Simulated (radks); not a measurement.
Values are calculated unless marked as measured or tabulated.
Coulomb parameter of the 4d shell of the silver ion Ag2+ in the model configuration [Kr] 4d8 5p1, as a second difference U = [E(n + 0.5) + E(n - 0.5) - 2 E(n)] / (0.5)^2 with all orbitals relaxed. "Bare": the charge of the atom changes with n. "Screened": the 5p shell takes up the change at fixed total charge, which measures U(4d,4d) + U(5p,5p) - 2 U(4d,5p). Code: a radial shooting solver on a logarithmic mesh with Libxc functionals. Model: scalar-relativistic Kohn-Sham, PBE, spin-unpolarised, spherical densities, point nucleus. Estimate both.

Answer. U(bare) = 14.377 eV, U(screened by 5p) = 3.492 eV, against the Slater integral F0(4d,4d) = 19.546 eV with frozen orbitals.
